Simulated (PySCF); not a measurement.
C2H7FO2Si.

```xyz
13

C     -1.9496     1.0442     0.1414
C     -0.9029     0.0449     0.5898
O     -1.4698    -1.2559     0.5107
Si     0.6363     0.0579    -0.4826
O      1.5757     1.3559    -0.0862
F      1.4131    -1.3303    -0.1034
H     -2.8508     0.9532     0.7671
H     -2.2492     0.8609    -0.9024
H     -1.5698     2.0738     0.2229
H     -0.6080     0.2892     1.6324
H     -0.7901    -1.8925     0.7617
H      0.3698    -0.0149    -1.9446
H      2.3398     1.5583    -0.6331
```
Charge 0, spin multiplicity 1.

Geometry: PBE0-D3(BJ)/def2-SVP. The structure was generated by enumeration; whether it is a known compound was not checked. The values are those of a single conformer.

The numbers are results of PBE0/pcSseg-1 (PySCF), not measurements. Non-relativistic, no solvent.

### Question
Give the absolute GIAO shielding of each atom: isotropic value and principal components (ppm). (The exact figures need the calculation; the answer reports its results.)

### Answer

| atom | σ(iso) | σ11 | σ22 | σ33 | span |
|---|---|---|---|---|---|
| C1 | 167.8 | 151.6 | 167.5 | 184.3 | 32.7 |
| C2 | 126.7 | 105.3 | 107.3 | 167.6 | 62.3 |
| O3 | 313.4 | 261.7 | 282.4 | 396.1 | 134.4 |
| Si4 | 362.3 | 325.5 | 366.9 | 394.5 | 69.0 |
| O5 | 273.9 | 229.0 | 291.2 | 301.5 | 72.4 |
| F6 | 335.8 | 273.9 | 352.3 | 381.4 | 107.5 |
| H7 | 29.6 | 25.6 | 27.0 | 36.1 | 10.6 |
| H8 | 30.1 | 26.3 | 28.3 | 35.5 | 9.2 |
| H9 | 30.3 | 25.8 | 28.7 | 36.4 | 10.7 |
| H10 | 27.8 | 24.8 | 26.8 | 31.8 | 7.0 |
| H11 | 30.7 | 20.2 | 28.4 | 43.3 | 23.1 |
| H12 | 26.6 | 23.7 | 24.3 | 31.8 | 8.1 |
| H13 | 28.9 | 21.6 | 23.0 | 42.1 | 20.6 |
